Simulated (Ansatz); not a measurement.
C2H5NSe can be A, `CNC=[Se]`, or B, `C/N=C/[SeH]`.

Computed with Ansatz on PBE0-D4/def2-TZVP structures; ΔE is electronic, products minus reactants. CCSD(T)/CBS adds triple-zeta CCSD(T) − MP2 to the extrapolated MP2 energy (def2 sets, frozen cores). Functionals use def2-TZVPP. B3LYP here is the variant with VWN-RPA as its local correlation; programs differ in this. For Se outer-core shells are correlated without core-valence functions, which leaves a few kJ/mol of doubt a bond. Scalar relativity is left out up to krypton. One conformer a species, not always the lowest.

A:

```xyz
9

C     0.1818   -1.0100   -0.4348
N    -0.2510   -0.0451    0.5445
C    -0.1518    1.2669    0.3796
Se    0.5191    2.1025   -1.0488
H    -0.3519   -0.8610   -1.3766
H     1.2483   -0.8906   -0.6406
H    -0.0126   -2.0113   -0.0526
H    -0.6511   -0.3876    1.4023
H    -0.5307    1.8362    1.2270
```

B:

Z-matrix (Å, degrees):
```
C
N 1 1.440
H 1 1.100 2 113.6
H 1 1.093 2 109.2 3 121.7
H 1 1.093 2 109.2 3 -121.7
C 2 1.252 1 118.2 3 0.1
Se 6 1.901 2 120.1 1 180.0
H 6 1.098 2 124.7 1 -0.0
H 7 1.468 6 94.0 2 -179.9
```

Problem. Which is lower in electronic energy at CCSD(T)/CBS, and by how much? (An estimate is asked.)

Solution. Ansatz gave: A, by 13.9 kcal/mol.

Problem. Give E(B) − E(A) in kcal/mol with B2PLYP, B3LYP, ωB97M-V, r2SCAN-D4, MP2/def2-TZVPP, PBE-D4, PBE0-D4. (Estimate.)

Solution. Ansatz gave: B2PLYP 13.7, B3LYP 13.1, ωB97M-V 13.3, r2SCAN-D4 14.4, MP2/def2-TZVPP 13.9, PBE-D4 13.9, PBE0-D4 14.5. None reverses the order clearly.

Largest T1 diagnostic: 0.016.
